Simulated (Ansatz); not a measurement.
Input file for Ansatz (an electronic-structure program): R-CCSD(T)/cc-pV(D+d)Z on H2 (SMILES [H][H]). The basis file is the Basis Set Exchange's JSON of that set.

Ansatz 0.2 input:
```yaml
crystal:
  periodic: [false, false, false]
  atoms:
    - {symbol: H, position_ang: [0.00000000, 0.00000000, 0.37198582]}
    - {symbol: H, position_ang: [-0.00000000, -0.00000000, -0.37198582]}
basis:
  gaussian:
    orbitals: cc-pV_D+d_Z.json
magnetization: {spin_polarized: false}
correlation: {method: ccsd_t, electrons: outside_noble_gas}
scf: {lower_state_search: off}
```

Task: Give the final energy of this run.

Result: -1.1635 hartree (reference determinant -1.1287, T1 diagnostic 0.005).
